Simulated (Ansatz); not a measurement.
Program: Ansatz 0.2.0.

`[CH3][Zr]12345678([Cl])([C@H]9[C@@H]1[C@@H]2[C@@H]3[C@H]94)[C@H]1[C@@H]5[C@@H]6[C@@H]7[C@H]18` at its PBE0-D4/def2-TZVP geometry, where that method's forces vanish. Charge 0, multiplicity 1. Zr: def2 effective core potential.

```tsv
atom	x (Å)	y (Å)	z (Å)
C1	-0.0056	-1.4005	-1.8530
Zr2	0.3146	-0.3594	0.1346
Cl3	1.8777	-1.9298	1.1007
C4	2.3792	0.8055	-0.7425
C5	2.1311	1.3421	0.5388
C6	0.9171	2.0521	0.4865
C7	0.4123	1.9549	-0.8315
C8	1.3240	1.1932	-1.5905
C9	-1.6158	-1.7940	0.9450
C10	-2.1720	-0.8184	0.0895
C11	-1.9933	0.4402	0.6931
C12	-1.3220	0.2425	1.9249
C13	-1.1071	-1.1410	2.0820
H14	-0.6462	-0.8756	-2.5682
H15	0.9702	-1.5502	-2.3272
H16	-0.4451	-2.3866	-1.6724
H17	3.2141	0.1758	-1.0104
H18	2.7468	1.1967	1.4138
H19	0.4573	2.5850	1.3048
H20	-0.4997	2.4009	-1.1990
H21	1.2221	0.9406	-2.6338
H22	-1.5582	-2.8539	0.7474
H23	-2.6402	-1.0055	-0.8642
H24	-2.3200	1.3886	0.2945
H25	-1.0507	1.0101	2.6339
H26	-0.5907	-1.6133	2.9033
```

Q: For each bond, give half the difference of the two atoms' forces along it (eV/Å; positive pushes the atoms apart) under PBE-D4, r2SCAN-D4, B3LYP-D4, ωB97M-V in def2-TZVPP. (Estimate.)

A: The calculation gave: 
```csv
bond,length (Å),PBE-D4,r2SCAN-D4,B3LYP-D4,ωB97M-V
C1–H15,1.095,0.12,-0.02,-0.08,-0.04
Zr2–Cl3,2.417,0.00,0.01,0.05,0.11
Zr2–C4,2.528,0.10,0.07,0.10,0.03
Zr2–C5,2.522,0.08,0.08,0.13,0.06
Zr2–C7,2.510,0.13,0.11,0.16,0.00
Zr2–C12,2.499,0.08,0.10,0.16,0.05
Zr2–C13,2.535,0.08,0.08,0.12,0.07
C6–H19,1.079,-0.04,-0.12,-0.17,-0.11
C7–C8,1.410,0.18,0.13,0.14,0.08
C7–H20,1.080,-0.04,-0.12,-0.17,-0.11
C9–H22,1.080,-0.04,-0.11,-0.17,-0.11
C11–H24,1.079,-0.04,-0.12,-0.17,-0.11
C12–C13,1.409,0.19,0.13,0.14,0.08
C12–H25,1.080,-0.03,-0.12,-0.17,-0.11
```

B3LYP here is the variant with VWN-RPA as its local correlation; programs differ in this.
